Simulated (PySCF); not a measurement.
# Computed data sheet: `FC(F)(F)C(F)(F)Cl` (perfluoroethyl chloride)

Compound: perfluoroethyl chloride, C2ClF5.
Numbering: `[F:1][C:2]([F:3])([F:4])[C:5]([F:6])([F:7])[Cl:8]`

Structure used (GFN2-xTB), in Å, numbered top down from 1:
```xyz
8
C2ClF5 angstrom
F     -1.5458   -0.2981   -0.8804
C     -0.7679   -0.0513    0.1680
F     -1.1673    1.0898    0.7179
F     -0.9479   -1.0248    1.0534
C      0.7255    0.0361   -0.2548
F      0.8792    1.0007   -1.1667
F      1.0984   -1.1119   -0.8284
Cl     1.7349    0.3687    1.1665
```

Some functional groups and rings: CF3 group, C–F bond and C–Cl bond.

GFN2-xTB geometry:

| Quantity | Value |
| --- | --- |
| Point group of the GFN2-xTB geometry | Cs |
| Rotational constants A, B, C of the GFN2-xTB geometry | 2.331, 1.519, 1.352 GHz |

From PBE0/pcSseg-1 ground state and GIAO shieldings, non-relativistic (PySCF):

| Property | Result |
| --- | --- |
| Dipole moment | 0.32 D |
| HOMO energy | -10.22 eV |
| LUMO energy | -0.27 eV |
| HOMO–LUMO gap | 9.95 eV |
| Lowest Hirshfeld atomic charge | -0.08 e on F1/F3/F4 |
| Highest Hirshfeld atomic charge | +0.24 e on C2 |
| 13C chemical shifts (computed TMS as zero) by class | 133.3 (C5), 126.4 (C2) ppm |
| Isotropic shieldings of nuclei other than C and H, by class | 254 (F6/F7), 269 (F1/F3/F4), 619 (Cl8) ppm |
| Mayer bond orders between heavy atoms | F1–C2 1.03, C2–F3 1.03, C2–F4 1.03, C2–C5 0.85, C5–F6 1.01, C5–F7 1.01, C5–Cl8 1.06 |

Monoisotopic mass (most abundant isotopes): 153.9609 u.

 With B = h/(8π²I), that is 505.379 GHz u Å² over I, the principal moments of inertia are 216.8, 332.8 and 373.7 u Å² (most abundant isotopes); the inertial defect Ic − Ia − Ib is -175.9 u Å² (zero for a rigid planar frame, negative otherwise). The rotational constants make it an asymmetric top with κ = (2B − A − C)/(A − C) = -0.66, nearer the prolate limit (−1). In atomic units the dipole is 0.13 e·bohr (1 au = 2.5417 D).

Isolated species at its GFN2-xTB geometry, gas phase. NMR classes are plain means over equivalent atoms (diastereotopic ones count apart unless rotation or inversion swaps them), as if these changed places fast; in this geometry the members of some classes differ.
